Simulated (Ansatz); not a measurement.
System: CH₆NSi (charge 0, doublet). It need not be the lowest isomer of its formula. 
Geometry from a B3LYP-D3(BJ)/def2-TZVP (Ansatz, a quantum-chemistry and plane-wave program) optimisation:
```
N
H 1 1.0096
C 1 1.4542 2 113.37
H 3 1.0908 1 109.38 2 -175.21
H 3 1.0929 4 107.56 1 -120.24
H 3 1.0956 4 107.79 5 -116.47
Si 1 1.7278 2 117.78 3 158.53
H 7 1.4918 1 106.33 2 39.35
H 7 1.4931 8 110.56 1 -115.40
```
Charge 0, spin multiplicity 2.

Basis-set convergence of Hartree-Fock and MP2 correlation energies (hartree) with Ansatz. Cores are frozen in the correlated levels unless marked. Open shells are spin-unrestricted. No spin-orbit coupling. No relativistic terms.

| basis | functions | E(HF) | E(corr, MP2) |
|---|---|---|---|
| aug-cc-pV(D+d)Z | 132 | -384.72926 | -0.42402 |
| aug-cc-pV(T+d)Z | 285 | -384.76841 | -0.50841 |
| aug-cc-pV(Q+d)Z | 525 | -384.77749 | -0.53734 |

Extrapolating the two largest sets (X = 3 and 4) as X^-3: E(corr) = (64·(-0.53734) - 27·(-0.50841))/37 = -0.5585 Eh, an estimate of the basis-set limit. The largest set recovers 96.2 % of it, the smallest 75.9 %.
